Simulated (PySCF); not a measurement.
# Phosphorus: a sound run and one with changed settings

Sound run: P⁺ [Ne] 3s2 3p2, P²⁺ [Ne] 3s2 3p1. Computed with PySCF 2.14 in def2-TZVP (5s5p2d1f, 37 functions), with no relativity, point nucleus. The sound run starts from symmetry-adapted Hartree-Fock orbitals and uses a fine grid where one is needed.

A second run was set up differently.

| species | method | sound run (hartree) | changed run (hartree) | converged |
| --- | --- | --- | --- | --- |
| P⁺ | UHF | -340.34566 | -340.18741 | no |
| P⁺ | MN15 | -340.76315 | -339.29936 | no |
| P⁺ | M06-L | -340.86855 | -339.53694 | no |
| P²⁺ | UHF | -339.64140 | -339.58665 | no |
| P²⁺ | MN15 | -340.03563 | -339.32273 | no |
| P²⁺ | M06-L | -340.14528 | -339.53104 | no |

Q: What was changed?
A. all electrons correlated in a valence basis
B. minimal basis
C. radial grid too coarse
D. too few SCF iterations

A: D. It used initial guess 1e, at most 2 SCF cycles. The SCF was stopped early; the energies are upper bounds that still move, and correlated levels were skipped or rest on poor orbitals.
